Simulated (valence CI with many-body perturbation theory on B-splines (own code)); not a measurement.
# As2+: electric-dipole lines

Method: relativistic CI+MBPT: three valence electrons over a frozen Dirac-Fock core [Ar] 3d10, a basis of 11 s, 11 p, 9 d, 7 f, 5 g, 2 h, 1 i functions for each j, with the one-electron correlation potential Σ1 (screened to all orders), the two-electron term Σ2, the three-electron term Σ3, Breit, model QED; selected single and double excitations, second order for the rest, scaled by the run's own slope (own B-spline code, finite nucleus).

Against 13 measured levels this calculation errs by 202 cm⁻¹ on average and by 431 at most. These come from a selection out of Moore, Atomic Energy Levels, vol. II, NSRDS-NBS 35 (1971 reprint of NBS Circular 467, 1952), an old analysis. Levels without a partner in it may be off by more.

Lines 1 to 50 of 228 in falling wavelength, among levels below 192825 cm⁻¹, chosen from the strongest by gf and those to the six lowest levels. Wavelengths and rates use the calculated energies, so an error of 200 cm⁻¹ moves a line at 725.5 nm by 1.5 % and its rate by three times that or more. Electric multipoles are in the length gauge, E1 and E2 with the static RPA response of the core. Weak lines are less certain than strong ones. Lines between different terms over intervals too small for the method are left out, as are lines whose strength nearly cancels. Where a level lies close to another of its J and parity, the split of strength between their lines is uncertain. The highest levels of a list are the least certain.

Names give the largest LS component (configuration and term), which can be under half, so a name can repeat, a term be missing and a line seem to break the LS rules; names also repeat where a configuration has a term twice. Letters in brackets count levels of one name in rising energy.

| λ vac (nm) | λ from measured levels | Upper | Lower | A (s⁻¹) | S (a.u.) with core polarisation | S without |
| --- | --- | --- | --- | --- | --- | --- |
| 4273 |  | 4s.4p.5s 2P°_3/2 | 4s2.7s 2S_1/2 | 1.53e+05 | 2.35e+01 | 2.35e+01 |
| 3739 |  | 4s.4p.4d 4P°_3/2 | 4s2.7s 2S_1/2 | 2.88e+04 | 2.97e+00 | 2.98e+00 |
| 3398 |  | 4s2.6d 2D_3/2 | 4p3 2P°_3/2 | 1.67e+04 | 1.29e+00 | 1.29e+00 |
| 3350 |  | 4s2.6d 2D_5/2 | 4p3 2P°_3/2 | 1.06e+05 | 1.18e+01 | 1.18e+01 |
| 3141 |  | 4s2.6d 2D_3/2 | 4p3 2P°_1/2 | 1.42e+05 | 8.70e+00 | 8.70e+00 |
| 2327 |  | 4s2.7p 2P°_1/2 | 4s2.6d 2D_3/2 | 1.03e+07 | 1.28e+02 | 1.28e+02 |
| 1806 |  | 4s2.7p 2P°_1/2 | 4s2.7s 2S_1/2 | 1.45e+07 | 8.44e+01 | 8.45e+01 |
| 1525 |  | 4s2.6d 2D_5/2 | 4s.4p.5s 4P°_3/2 | 5.70e+04 | 5.99e-01 | 5.98e-01 |
| 1438 |  | 4s2.6p 2P°_1/2 | 4s2.5d 2D_3/2 | 1.60e+07 | 4.69e+01 | 4.69e+01 |
| 1395 |  | 4s2.6p 2P°_3/2 | 4s2.5d 2D_5/2 | 1.56e+07 | 8.36e+01 | 8.35e+01 |
| 1378 |  | 4s2.6p 2P°_3/2 | 4s2.5d 2D_3/2 | 1.78e+06 | 9.21e+00 | 9.20e+00 |
| 1015 |  | 4s2.6p 2P°_1/2 | 4s2.6s 2S_1/2 | 3.46e+07 | 3.57e+01 | 3.57e+01 |
| 984.4 |  | 4s2.6p 2P°_3/2 | 4s2.6s 2S_1/2 | 3.76e+07 | 7.07e+01 | 7.08e+01 |
| 854.8 |  | 4p3 4S°_3/2 | 4s2.6s 2S_1/2 | 1.43e+05 | 1.76e-01 | 1.76e-01 |
| 725.5 | 724.3 | 4s2.5p 2P°_1/2 | 4s2.4d 2D_3/2 | 2.20e+07 | 8.30e+00 | 8.25e+00 |
| 713.4 |  | 4s2.6d 2D_5/2 | 4p3 4S°_3/2 | 2.86e+05 | 3.07e-01 | 3.08e-01 |
| 700.5 |  | 4s2.7s 2S_1/2 | 4s2.6p 2P°_3/2 | 9.30e+07 | 3.15e+01 | 3.15e+01 |
| 694.0 |  | 4s2.5p 2P°_3/2 | 4s2.4d 2D_5/2 | 2.44e+07 | 1.61e+01 | 1.60e+01 |
| 689.6 | 688.2 | 4s2.5p 2P°_3/2 | 4s2.4d 2D_3/2 | 2.50e+06 | 1.62e+00 | 1.61e+00 |
| 685.9 |  | 4s2.7s 2S_1/2 | 4s2.6p 2P°_1/2 | 4.69e+07 | 1.49e+01 | 1.49e+01 |
| 644.5 |  | 4s2.6d 2D_3/2 | 4s2.6p 2P°_3/2 | 2.07e+07 | 1.09e+01 | 1.09e+01 |
| 642.8 |  | 4s2.6d 2D_5/2 | 4s2.6p 2P°_3/2 | 1.24e+08 | 9.76e+01 | 9.77e+01 |
| 632.2 |  | 4s2.6d 2D_3/2 | 4s2.6p 2P°_1/2 | 1.05e+08 | 5.26e+01 | 5.26e+01 |
| 626.6 | 623.7 | 4s2.5p 2P°_1/2 | 4s.4p2 2P_3/2 | 2.88e+06 | 6.99e-01 | 6.97e-01 |
| 618.5 |  | 4s.4p.5s 4P°_3/2 | 4s2.5d 2D_5/2 | 3.10e+05 | 1.45e-01 | 1.45e-01 |
| 599.6 | 596.8 | 4s2.5p 2P°_3/2 | 4s.4p2 2P_3/2 | 3.78e+05 | 1.61e-01 | 1.58e-01 |
| 522.0 |  | 4s.4p.5s 4P°_3/2 | 4s2.6s 2S_1/2 | 3.80e+05 | 1.07e-01 | 1.07e-01 |
| 510.5 |  | 4p3 2P°_1/2 | 4s2.5d 2D_3/2 | 5.21e+06 | 6.84e-01 | 6.83e-01 |
| 506.5 |  | 4p3 2P°_3/2 | 4s2.5d 2D_5/2 | 2.93e+06 | 7.52e-01 | 7.50e-01 |
| 464.6 |  | 4s2.5f 2F°_5/2 [a] | 4s2.5d 2D_5/2 | 6.16e+06 | 1.83e+00 | 1.83e+00 |
| 464.1 |  | 4s2.5f 2F°_7/2 | 4s2.5d 2D_5/2 | 2.11e+08 | 8.34e+01 | 8.35e+01 |
| 462.8 |  | 4s2.5f 2F°_5/2 [a] | 4s2.5d 2D_3/2 | 8.50e+07 | 2.49e+01 | 2.50e+01 |
| 462.8 |  | 4s2.5f 2F°_5/2 [b] | 4s2.5d 2D_5/2 | 8.10e+06 | 2.38e+00 | 2.38e+00 |
| 460.9 |  | 4s2.5f 2F°_5/2 [b] | 4s2.5d 2D_3/2 | 1.15e+08 | 3.34e+01 | 3.35e+01 |
| 447.2 |  | 4s.4p.5s 2P°_1/2 | 4s2.5d 2D_3/2 | 2.70e+06 | 2.38e-01 | 2.39e-01 |
| 444.6 |  | 4p3 2P°_1/2 | 4s2.6s 2S_1/2 | 6.62e+06 | 5.74e-01 | 5.75e-01 |
| 439.9 |  | 4p3 2P°_3/2 | 4s2.6s 2S_1/2 | 4.71e+06 | 7.92e-01 | 7.93e-01 |
| 436.9 |  | 4s.4p.4d 4D°_7/2 | 4s2.5d 2D_5/2 | 2.59e+06 | 8.52e-01 | 8.53e-01 |
| 420.4 |  | 4s.4p.5s 2P°_3/2 | 4s2.5d 2D_5/2 | 3.10e+06 | 4.55e-01 | 4.56e-01 |
| 419.7 | 422.8 | 4s2.5p 2P°_1/2 | 4s.4p2 2S_1/2 | 1.56e+07 | 1.14e+00 | 1.15e+00 |
| 411.6 |  | 4s2.6d 2D_3/2 | 4s2.4f 2F°_5/2 | 1.26e+06 | 1.73e-01 | 1.75e-01 |
| 410.7 |  | 4s2.6d 2D_5/2 | 4s2.4f 2F°_7/2 | 1.10e+06 | 2.27e-01 | 2.29e-01 |
| 407.5 | 410.3 | 4s2.5p 2P°_3/2 | 4s.4p2 2S_1/2 | 1.67e+07 | 2.24e+00 | 2.26e+00 |
| 405.6 |  | 4s2.5g 2G_7/2 | 4s2.4f 2F°_5/2 | 3.44e+08 | 9.06e+01 | 9.06e+01 |
| 405.5 |  | 4s2.5g 2G_7/2 | 4s2.4f 2F°_7/2 | 1.27e+07 | 3.35e+00 | 3.36e+00 |
| 405.5 |  | 4s2.5g 2G_9/2 | 4s2.4f 2F°_7/2 | 3.57e+08 | 1.17e+02 | 1.17e+02 |
| 405.3 | 403.8 | 4s2.5p 2P°_1/2 | 4s2.5s 2S_1/2 | 1.40e+08 | 9.19e+00 | 9.26e+00 |
| 395.8 |  | 4s.4p.5s 2P°_1/2 | 4s2.6s 2S_1/2 | 2.00e+06 | 1.22e-01 | 1.22e-01 |
| 393.8 | 392.4 | 4s2.5p 2P°_3/2 | 4s2.5s 2S_1/2 | 1.52e+08 | 1.83e+01 | 1.85e+01 |
| 373.5 |  | 4s.4p.5s 2P°_3/2 | 4s2.6s 2S_1/2 | 3.26e+06 | 3.35e-01 | 3.35e-01 |
